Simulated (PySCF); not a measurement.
A structure optimised at PBE-D3(BJ)/def2-SVP, used in a PySCF frequency run:

```
B
H 1 1.2258
C 1 1.5571 2 116.32
C 3 1.3562 1 125.40 2 154.24
H 4 1.1017 3 121.89 1 4.42
H 4 1.1046 5 115.83 3 178.07
H 3 1.1072 4 116.26 5 178.04
C 1 1.5718 2 115.17 3 -177.90
H 8 1.1158 1 107.36 2 -46.04
H 8 1.1214 9 101.28 1 -106.24
C 8 1.5311 9 111.04 10 -116.75
H 11 1.1093 8 111.82 9 179.53
H 11 1.1095 12 107.30 8 123.11
H 11 1.1097 12 107.14 13 114.27
```

Question: Write its SMILES and formula.

Answer: C=CBCC, C4H9B

Question: What are its rotational constants (standard atomic weights)?

Answer: 7.9754, 3.3846, 2.4751 GHz
